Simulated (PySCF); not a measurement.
C2H4ClFSi, SMILES C=C[Si@H](F)Cl. Geometry: PBE-D3(BJ)/def2-SVP. The structure was generated by enumeration; whether it is a known compound was not checked. The values are those of a single conformer.

These are PBE-D3(BJ)/def2-SVP (PySCF) values and carry that method's errors.

Harmonic wavenumbers (cm⁻¹): 82, 148, 194, 254, 388, 496, 558, 674, 790, 802, 885, 963, 975, 1000, 1227, 1368, 1618, 2211, 3058, 3081, 3155. Rotational constants (GHz): 4.900, 2.022, 1.619; symmetry number 1.

Work out the zero-point energy and the ideal-gas rigid-rotor harmonic-oscillator thermochemistry at 298.15 K and 1 atm.

ZPE = ½ Σ hcν = ½ × 23926 cm⁻¹ = 34.20 kcal/mol. H − E(el) = 38.89 kcal/mol. Entropy in cal/(mol K): translation 40.02, rotation 27.40, vibration 13.91, total 81.33. G − E(el) = 14.64 kcal/mol. Cp = 23.58 cal/(mol K). Modes under 150 cm⁻¹ make the vibrational entropy uncertain.
